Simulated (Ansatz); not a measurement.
These are frozen-core CCSD(T)/cc-pVTZ // PBE0-D3(BJ)/def2-SVP (Ansatz, a first-principles code) values and carry that method's errors.

Ansatz 0.2 input:
```yaml
crystal:
  periodic: [false, false, false]
  atoms:
    - { symbol: Ga, position_ang: [-0.064836, -0.15537, -0.147906] }
    - { symbol: H, position_ang: [-1.444009, 0.524531, -0.485288] }
    - { symbol: H, position_ang: [-0.028717, -1.351762, 0.874966] }
    - { symbol: H, position_ang: [1.154254, 0.057876, -1.121299] }
    - { symbol: O, position_ang: [0.901864, 2.146722, 2.045449] }
    - { symbol: C, position_ang: [0.570901, 1.369357, 1.303418] }
basis:
  gaussian: { orbitals: cc-pVTZ }
correlation:
  method: ccsd_t
```

Output:

```
Functional definition: HF
870 factors; integrals over basis functions are off by at most 1.4e-3 eV
mean field evaluation 1: about -55448.9927 eV, gradient 2.7e1 eV
mean field evaluation 2: about -55449.1310 eV, gradient 2.7e1 eV
mean field evaluation 4: about -55450.8535 eV, gradient 3.0e0 eV
mean field evaluation 8: about -55450.8856 eV, gradient 1.3e-1 eV
mean field evaluation 16: about -55449.8850 eV, gradient 2.2e1 eV
mean field -55450.88563443 eV, -2037.7824611049 hartree, gradient 2.4e-6 eV, S^2 0.000000; 0 other end points of the search recorded, 0 dependent functions left out
11 core orbitals not correlated
reference -55450.88563443 eV, -2037.7824611049 hartree; 13, 13 occupied and 121, 121 virtual orbitals, 870 factors
second order -14.93528602 eV of doubles, -0.00000000 eV of singles
cycle   1  -14.72398672 eV  change    2.1e-1 eV  update   1.2e-1
cycle   2  -15.33591951 eV  change   -6.1e-1 eV  update   4.0e-2
cycle   3  -15.46879043 eV  change   -1.3e-1 eV  update   1.9e-2
cycle   4  -15.45398122 eV  change    1.5e-2 eV  update   4.3e-3
cycle   5  -15.45545296 eV  change   -1.5e-3 eV  update   1.7e-3
cycle   6  -15.45575326 eV  change   -3.0e-4 eV  update   5.0e-4
cycle   7  -15.45532576 eV  change    4.3e-4 eV  update   2.0e-4
cycle   8  -15.45534994 eV  change   -2.4e-5 eV  update   7.8e-5
cycle   9  -15.45536283 eV  change   -1.3e-5 eV  update   2.5e-5
perturbative correction -0.72424713 eV, -0.0266155913 hartree
Total energy: -55467.06524439 eV, -2038.3770508043 hartree
```

Cost: roughly 50 core-seconds.
